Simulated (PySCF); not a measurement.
# Pr(2+) (praseodymium, charge +2): UHF calculation

Configuration: [Xe] 4f3, one real determinant. All numbers are calculated (PySCF 2.14, scalar relativity by spin-free X2C-1e, in ANO-RCC-VTZP (8s7p5d3f2g1h, 104 functions)).

- Total energy: -9232.131412 hartree
- One-electron energy: -12581.0117 hartree
- Hartree (Coulomb) energy: 3564.1399 hartree
- Exchange energy: -215.2597 hartree
- ⟨S²⟩: 3.7530
- ⟨L²⟩: 34.033
- Sum of ⟨r⟩: 34.78 bohr
- Sum of ⟨r²⟩: 42.47 bohr²
- Traceless quadrupole moment −½Σ⟨3z² − r²⟩ along its main axis: -0.0838 e·bohr²
- Langevin diamagnetic susceptibility: -33.6 ×10⁻⁶ cm³/mol

```csv
shell,electrons,mean orbital energy (hartree),spread (hartree),"rms radius, mean of both spins (bohr)"
1s α,1,-1550.71099,0,0.0275
1s β,1,-1550.71024,0,0.0275
2s α,1,-253.94222,0,0.111
2s β,1,-253.94049,0,0.111
2p α,3,-227.29243,0.00148,0.0998
2p β,3,-227.29093,0.00156,0.0998
3s α,1,-56.87349,0,0.290
3s β,1,-56.82660,0,0.290
3p α,3,-48.21418,0.00550,0.290
3p β,3,-48.16136,0.00972,0.290
3d α,5,-35.92158,0.01213,0.268
3d β,5,-35.86400,0.01174,0.268
4s α,1,-12.46950,0,0.661
4s β,1,-12.32334,0,0.661
4p α,3,-9.54311,0.00405,0.702
4p β,3,-9.37842,0.01820,0.702
4d α,5,-5.22705,0.05724,0.786
4d β,5,-5.00679,0.02894,0.786
5s α,1,-2.28160,0,1.63
5s β,1,-2.20981,0,1.63
5p α,3,-1.47472,0.00300,1.88
5p β,3,-1.41752,0.00913,1.88
4f α,3,-0.84924,0.00760,1.22
```

⟨L²⟩ = 34.03 against 42 for a pure I term, so this real determinant mixes terms. Spin-orbit coupling, absent here, splits the open shell strongly.

Densities and radii are taken from the X2C orbitals without a picture-change correction, which distorts them close to the nucleus.

Spin-orbit constants ζ (cm⁻¹) from the X2C one-electron operator on these orbitals: bare nucleus, nucleus screened by l(l+1)(2l+1)/3 electrons, and screened by the Breit-Pauli mean field of the electrons.

| shell | bare | screened nucleus | mean field |
| --- | --- | --- | --- |
| 2p | 2537000 | 2451000 | n/a |
| 3p | 508700 | 491500 | n/a |
| 3d | 78620 | 65290 | n/a |
| 4p | 106200 | 102600 | n/a |
| 4d | 13500 | 11210 | n/a |
| 4f | 1556 | 817.4 | n/a |
| 5p | 13930 | 13460 | n/a |

To first order the Landé constant is A = 272.5 cm⁻¹, so the lowest level has J = 9/2 and lies 0.355 eV below the centre of the term. This holds in LS coupling only.
